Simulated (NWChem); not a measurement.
# Atomisation of C₄H₄ClF

SMILES: F[C@@H]1CC=C1Cl
```xyz
10

F     -1.2366     1.4372     0.7358
C     -0.9748     0.5070    -0.2457
C     -1.7070    -0.8711    -0.1086
C     -0.3205    -1.4966    -0.0976
C      0.3025    -0.2948    -0.1180
Cl     1.9438     0.2133    -0.1029
H     -1.1096     0.9970    -1.2364
H     -2.2601    -0.9373     0.8509
H     -2.3815    -1.1509    -0.9460
H      0.0340    -2.5366    -0.1215
```
Charge 0, spin multiplicity 1.

The numbers come from NWChem runs, not from measurements. Structure: optimised with PBE/def2-SVP, a minimum by its harmonic frequencies. It is one conformer; others weren't searched.

Basis set: def2-SVP. The atomisation energy is electronic alone: no zero-point, thermal, spin-orbit or counterpoise terms. No value is extrapolated to the basis-set limit. Free atoms are single determinants with multiplicities F 2, C 3, Cl 2, H 2. Correlated methods freeze the same cores in atoms and molecule, 10 orbitals in all.

The structure started from a generated list of species. The stability of the SCF solutions was not checked. Open-shell Hartree-Fock references start from PBE0 orbitals.

Question: One of these methods gave an atomisation energy of 719.3 kcal/mol. Which?
A. PBE0
B. BLYP
C. r2SCAN
D. HF

Answer: D, HF. The others give 1016.0 (PBE0), 1007.5 (r2SCAN), 994.0 (BLYP).
